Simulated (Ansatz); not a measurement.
Ansatz (an electronic-structure program) input file for B(All)(F)(OH) (C3H6BFO), SMILES C=CCB(O)F, PBE-D3(BJ)/def2-SVP. 

Ansatz 0.2 input:
```yaml
crystal:
  periodic: [false, false, false]
  atoms:
    - {symbol: B, position_ang: [0.51564427, 0.54599781, 0.66684902]}
    - {symbol: C, position_ang: [0.31988286, -0.94517527, 0.15536700]}
    - {symbol: C, position_ang: [-0.96378942, -1.12322120, -0.60073700]}
    - {symbol: C, position_ang: [-1.12028668, -0.94858984, -1.91941672]}
    - {symbol: H, position_ang: [0.39281904, -1.63791536, 1.00963663]}
    - {symbol: H, position_ang: [1.19024182, -1.16044755, -0.49338702]}
    - {symbol: H, position_ang: [-1.85211208, -1.34909014, 0.00339497]}
    - {symbol: H, position_ang: [-0.26861333, -0.72856254, -2.57302707]}
    - {symbol: H, position_ang: [-2.09871969, -1.04515922, -2.39736591]}
    - {symbol: F, position_ang: [1.38026391, 0.79903875, 1.65021310]}
    - {symbol: O, position_ang: [-0.13071573, 1.59830256, 0.12871850]}
    - {symbol: H, position_ang: [-0.73332722, 1.31533431, -0.57644213]}
basis:
  gaussian:
    orbitals: def2-SVP
hamiltonian:
  xc: pbe
  dispersion: d3bj
relax: {f_tol: 0.002, max_steps: 200}
```

Output:

```
WARN ansatz: RAYON_NUM_THREADS=1 ignored (pool sized by the plan → 1); use --threads N
Functional definition: PBE
integrals: 0.05 GiB planned
1267 factors; their error is unknown
mean field: 0.33 GiB planned
mean field evaluation 1: about -8622.9734 eV, gradient 7.4e1 eV
mean field evaluation 2: about -8605.5588 eV, gradient 1.2e2 eV
mean field evaluation 4: about -8635.1021 eV, gradient 5.7e0 eV
mean field evaluation 8: about -8635.1652 eV, gradient 2.7e-1 eV
mean field evaluation 16: about -8635.1085 eV, gradient 2.4e-3 eV
mean field -8635.10849978 eV, -317.3343842803 hartree, gradient 2.9e-5 eV, S^2 0.000000; 0 other end points of the search recorded, 0 dependent functions left out
the calculation of the forces begins
reference -8635.10853400 eV, -317.3343855376 hartree; 23, 23 occupied and 91, 91 virtual orbitals, 1267 factors
relax step   1: F+E_penalty+E_count = -8635.34454150 eV  Δ(F+E_penalty+E_count) = +0.000e0 eV  max|allowed force component| = 5.137e-1 eV/Å  Δτ_max = 0.0000 Å  (30 SCF iters, accepted)
these checks for a lower state are left out or cut short: starts, cluster_reference, orbital_swaps, neighbouring_geometries, increment
integrals: 0.05 GiB planned
1267 factors; their error is unknown
mean field: 0.33 GiB planned
mean field -8635.12167607 eV, -317.3348684999 hartree, gradient 7.8e-6 eV, S^2 0.000000; 0 other end points of the search recorded, 0 dependent functions left out
the calculation of the forces begins
reference -8635.12171042 eV, -317.3348697622 hartree; 23, 23 occupied and 91, 91 virtual orbitals, 1267 factors
relax step   2: F+E_penalty+E_count = -8635.35759199 eV  Δ(F+E_penalty+E_count) = -1.305e-2 eV  max|allowed force component| = 2.401e-1 eV/Å  Δτ_max = 0.0207 Å  (32 SCF iters, accepted)
these checks for a lower state are left out or cut short: starts, cluster_reference, orbital_swaps, neighbouring_geometries, increment
integrals: 0.05 GiB planned
1267 factors; their error is unknown
mean field: 0.33 GiB planned
mean field evaluation 32: about -8635.1230 eV, gradient 1.8e-3 eV
mean field -8635.12302346 eV, -317.3349180155 hartree, gradient 7.8e-6 eV, S^2 0.000000; 0 other end points of the search recorded, 0 dependent functions left out
the calculation of the forces begins
reference -8635.12305786 eV, -317.3349192797 hartree; 23, 23 occupied and 91, 91 virtual orbitals, 1267 factors
relax step   3: F+E_penalty+E_count = -8635.35927266 eV  Δ(F+E_penalty+E_count) = -1.681e-3 eV  max|allowed force component| = 9.646e-2 eV/Å  Δτ_max = 0.0300 Å  (32 SCF iters, accepted)
these checks for a lower state are left out or cut short: starts, cluster_reference, orbital_swaps, neighbouring_geometries, increment
integrals: 0.05 GiB planned
1267 factors; their error is unknown
mean field: 0.33 GiB planned
mean field -8635.12355611 eV, -317.3349375902 hartree, gradient 7.9e-6 eV, S^2 0.000000; 0 other end points of the search recorded, 0 dependent functions left out
the calculation of the forces begins
reference -8635.12359057 eV, -317.3349388563 hartree; 23, 23 occupied and 91, 91 virtual orbitals, 1267 factors
relax step   4: F+E_penalty+E_count = -8635.35995471 eV  Δ(F+E_penalty+E_count) = -6.821e-4 eV  max|allowed force component| = 4.510e-2 eV/Å  Δτ_max = 0.0166 Å  (32 SCF iters, accepted)
these checks for a lower state are left out or cut short: starts, cluster_reference, orbital_swaps, neighbouring_geometries, increment
integrals: 0.05 GiB planned
1267 factors; their error is unknown
mean field: 0.33 GiB planned
mean field -8635.12347837 eV, -317.3349347331 hartree, gradient 7.3e-6 eV, S^2 0.000000; 0 other end points of the search recorded, 0 dependent functions left out
the calculation of the forces begins
reference -8635.12351283 eV, -317.3349359996 hartree; 23, 23 occupied and 91, 91 virtual orbitals, 1267 factors
relax step   5: F+E_penalty+E_count = -8635.36001674 eV  Δ(F+E_penalty+E_count) = -6.202e-5 eV  max|allowed force component| = 6.370e-2 eV/Å  Δτ_max = 0.0146 Å  (33 SCF iters, accepted)
these checks for a lower state are left out or cut short: starts, cluster_reference, orbital_swaps, neighbouring_geometries, increment
integrals: 0.05 GiB planned
1267 factors; their error is unknown
mean field: 0.33 GiB planned
mean field -8635.12393524 eV, -317.3349515229 hartree, gradient 7.6e-6 eV, S^2 0.000000; 0 other end points of the search recorded, 0 dependent functions left out
the calculation of the forces begins
reference -8635.12396968 eV, -317.3349527886 hartree; 23, 23 occupied and 91, 91 virtual orbitals, 1267 factors
relax step   6: F+E_penalty+E_count = -8635.36059214 eV  Δ(F+E_penalty+E_count) = -5.754e-4 eV  max|allowed force component| = 2.694e-2 eV/Å  Δτ_max = 0.0081 Å  (33 SCF iters, accepted)
these checks for a lower state are left out or cut short: starts, cluster_reference, orbital_swaps, neighbouring_geometries, increment
integrals: 0.05 GiB planned
1267 factors; their error is unknown
mean field: 0.33 GiB planned
mean field -8635.12391305 eV, -317.3349507072 hartree, gradient 2.7e-5 eV, S^2 0.000000; 0 other end points of the search recorded, 0 dependent functions left out
the calculation of the forces begins
reference -8635.12394748 eV, -317.3349519727 hartree; 23, 23 occupied and 91, 91 virtual orbitals, 1267 factors
relax step   7: F+E_penalty+E_count = -8635.36068381 eV  Δ(F+E_penalty+E_count) = -9.167e-5 eV  max|allowed force component| = 6.537e-3 eV/Å  Δτ_max = 0.0050 Å  (23 SCF iters, accepted)
these checks for a lower state are left out or cut short: starts, cluster_reference, orbital_swaps, neighbouring_geometries, increment
integrals: 0.05 GiB planned
1267 factors; their error is unknown
mean field: 0.33 GiB planned
mean field evaluation 64: about -8635.1237 eV, gradient 2.6e-1 eV
mean field -8635.12383755 eV, -317.3349479327 hartree, gradient 7.4e-6 eV, S^2 0.000000; 0 other end points of the search recorded, 0 dependent functions left out
the calculation of the forces begins
reference -8635.12387198 eV, -317.3349491981 hartree; 23, 23 occupied and 91, 91 virtual orbitals, 1267 factors
relax step   8: F+E_penalty+E_count = -8635.36072437 eV  Δ(F+E_penalty+E_count) = -4.056e-5 eV  max|allowed force component| = 6.660e-3 eV/Å  Δτ_max = 0.0078 Å  (33 SCF iters, accepted)
these checks for a lower state are left out or cut short: starts, cluster_reference, orbital_swaps, neighbouring_geometries, increment
integrals: 0.05 GiB planned
1267 factors; their error is unknown
mean field: 0.33 GiB planned
mean field -8635.12379971 eV, -317.3349465421 hartree, gradient 1.0e-5 eV, S^2 0.000000; 0 other end points of the search recorded, 0 dependent functions left out
the calculation of the forces begins
reference -8635.12383415 eV, -317.3349478077 hartree; 23, 23 occupied and 91, 91 virtual orbitals, 1267 factors
relax step   9: F+E_penalty+E_count = -8635.36074537 eV  Δ(F+E_penalty+E_count) = -2.100e-5 eV  max|allowed force component| = 1.016e-2 eV/Å  Δτ_max = 0.0061 Å  (24 SCF iters, accepted)
these checks for a lower state are left out or cut short: starts, cluster_reference, orbital_swaps, neighbouring_geometries, increment
integrals: 0.05 GiB planned
1267 factors; their error is unknown
mean field: 0.33 GiB planned
mean field -8635.12373908 eV, -317.3349443139 hartree, gradient 7.3e-6 eV, S^2 0.000000; 0 other end points of the search recorded, 0 dependent functions left out
the calculation of the forces begins
reference -8635.12377352 eV, -317.3349455797 hartree; 23, 23 occupied and 91, 91 virtual orbitals, 1267 factors
relax step  10: F+E_penalty+E_count = -8635.36075920 eV  Δ(F+E_penalty+E_count) = -1.383e-5 eV  max|allowed force component| = 8.977e-3 eV/Å  Δτ_max = 0.0103 Å  (33 SCF iters, accepted)
these checks for a lower state are left out or cut short: starts, cluster_reference, orbital_swaps, neighbouring_geometries, increment
integrals: 0.05 GiB planned
1267 factors; their error is unknown
mean field: 0.33 GiB planned
mean field -8635.12373327 eV, -317.3349441008 hartree, gradient 1.7e-5 eV, S^2 0.000000; 0 other end points of the search recorded, 0 dependent functions left out
the calculation of the forces begins
reference -8635.12376772 eV, -317.3349453665 hartree; 23, 23 occupied and 91, 91 virtual orbitals, 1267 factors
relax step  11: F+E_penalty+E_count = -8635.36076496 eV  Δ(F+E_penalty+E_count) = -5.756e-6 eV  max|allowed force component| = 7.329e-3 eV/Å  Δτ_max = 0.0029 Å  (23 SCF iters, accepted)
these checks for a lower state are left out or cut short: starts, cluster_reference, orbital_swaps, neighbouring_geometries, increment
integrals: 0.05 GiB planned
1267 factors; their error is unknown
mean field: 0.33 GiB planned
mean field -8635.12376132 eV, -317.3349451314 hartree, gradient 1.3e-5 eV, S^2 0.000000; 0 other end points of the search recorded, 0 dependent functions left out
the calculation of the forces begins
reference -8635.12379576 eV, -317.3349463971 hartree; 23, 23 occupied and 91, 91 virtual orbitals, 1267 factors
relax step  12: F+E_penalty+E_count = -8635.36076921 eV  Δ(F+E_penalty+E_count) = -4.252e-6 eV  max|allowed force component| = 2.911e-3 eV/Å  Δτ_max = 0.0030 Å  (23 SCF iters, accepted)
these checks for a lower state are left out or cut short: starts, cluster_reference, orbital_swaps, neighbouring_geometries, increment
integrals: 0.05 GiB planned
1267 factors; their error is unknown
mean field: 0.33 GiB planned
mean field evaluation 96: about -8635.1238 eV, gradient 1.5e-5 eV
mean field -8635.12376192 eV, -317.3349451536 hartree, gradient 5.7e-5 eV, S^2 0.000000; 0 other end points of the search recorded, 0 dependent functions left out
the calculation of the forces begins
reference -8635.12379637 eV, -317.3349464193 hartree; 23, 23 occupied and 91, 91 virtual orbitals, 1267 factors
relax step  13: F+E_penalty+E_count = -8635.36077014 eV  Δ(F+E_penalty+E_count) = -9.308e-7 eV  max|allowed force component| = 1.970e-3 eV/Å  Δτ_max = 0.0008 Å  (20 SCF iters, accepted)
integrals: 0.05 GiB planned
1267 factors; their error is unknown
mean field: 0.33 GiB planned
mean field -8635.12376192 eV, -317.3349451536 hartree, gradient 5.7e-5 eV, S^2 0.000000; 1 other end points of the search recorded, 0 dependent functions left out
the calculation of the forces begins
reference -8635.12379637 eV, -317.3349464193 hartree; 23, 23 occupied and 91, 91 virtual orbitals, 1267 factors
Total energy: -8635.36080458 eV, -317.3436563106 hartree
Atom 0 at     0.515628     0.545004     0.654649 Å, force     0.000841     0.000009    -0.001970 eV/Å
Atom 1 at     0.322993    -0.962212     0.170041 Å, force    -0.000715     0.000606     0.000156 eV/Å
Atom 2 at    -0.958275    -1.133215    -0.590107 Å, force     0.000243     0.000252    -0.000033 eV/Å
Atom 3 at    -1.121711    -0.908538    -1.910423 Å, force    -0.000109    -0.000215     0.000076 eV/Å
Atom 4 at     0.391355    -1.645600     1.040995 Å, force    -0.000192     0.000028     0.000138 eV/Å
Atom 5 at     1.203620    -1.185806    -0.474882 Å, force     0.000003     0.000025     0.000382 eV/Å
Atom 6 at    -1.851650    -1.385886     0.010818 Å, force     0.000063    -0.000575    -0.000071 eV/Å
Atom 7 at    -0.266439    -0.662332    -2.563564 Å, force     0.000095    -0.000249    -0.000077 eV/Å
Atom 8 at    -2.108049    -0.996407    -2.391383 Å, force     0.000016     0.000436    -0.000004 eV/Å
Atom 9 at     1.379451     0.827344     1.641910 Å, force     0.000122     0.000147     0.000478 eV/Å
Atom 10 at    -0.138117     1.585014     0.081650 Å, force    -0.000458    -0.000659     0.000817 eV/Å
Atom 11 at    -0.737517     1.243146    -0.615899 Å, force     0.000091     0.000196     0.000107 eV/Å
Dipole moment:    -0.242838    -0.311795    -0.290509 e Å
```

The run converged.

Cost: about 30 core-seconds (a rough figure).
